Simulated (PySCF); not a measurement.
# Structure from NMR data

The spectra below were simulated for a compound C7H13B.

¹H NMR (300 MHz, computed): δ 7.63 (br, 2H), 3.05 (m, 1H), 2.58 (m, 1H), 2.36 (m, 1H), 2.01 (m, 1H), 1.67 (m, 1H), 1.65 (m, 1H), 1.51 (m, 1H), 1.41 (m, 1H), 1.33 (m, 1H), 1.19 (m, 1H), 0.86 (m, 1H).

¹³C{¹H} NMR (computed): δ 45.3 (CH), 45.1 (CH), 37.1 (CH), 36.6 (CH2), 33.1 (CH2), 33.0 (CH2), 25.8 (CH2).

How the numbers were obtained: PBE0-D3(BJ)/def2-SVP structure, shielding tensors at CAM-B3LYP/pcSseg-1 (GIAO), in PySCF 2.14.0 with density-fitted response routines (non-relativistic, one averaged value for each set of equivalent atoms, in vacuum, one computed conformer).

Scale: TMS for ¹H, ¹³C (reference shieldings calculated alike).

Which of these isomers gave the spectra?
A. C=C1CC[C@H]1B(C)C
B. C=CC(=C)CB(C)C
C. B[C@@H]1C[C@@H]2CCC[C@@H]21

Results:

C. 

7 carbon signals for 7 carbons: no two carbons are equivalent. Carbon types of the structure: 3 × CH, 4 × CH2, leaving 2 H on heteroatoms. δC 45.1, 37.1: sp3 CH in a ring; a saturated carbon with 3 carbon neighbours and no heteroatom attached. δC 36.6, 33.1, 33.0, 25.8: sp3 CH2 in a ring; saturated and bonded to C and H only. δH 7.63: hydrogen on a boron bonded to C. δH 3.05, 2.36: hydrogen on an sp3 CH in a ring. δH 2.58, 2.01, 1.67, 1.51, 1.41, 1.33, 1.19, 0.86: hydrogen on an sp3 CH2 in a ring.

The others: C=C1CC[C@H]1B(C)C would give 6 carbon signals, not 7; C=CC(=C)CB(C)C would give 6 carbon signals, not 7.

Hydrogens on boron are broadened and split by ¹¹B (spin 3/2, 80 %) and 10B (spin 3). A carbon bonded to boron is broadened by the quadrupolar boron nucleus and is often missing from a measured spectrum. Shifts are as computed, not scaled to solution data. Of 1309 compounds with measured shifts, 239 miss one by over three times the rms of a fit or turn the order of signals round; such compounds aren't used in these exercises. No couplings were computed; multiplicities are counted from neighbouring protons, with m where these are inequivalent, close in shift, in a saturated or five-membered ring or joined by F or P, and br s for small geminal =CH2 splittings.
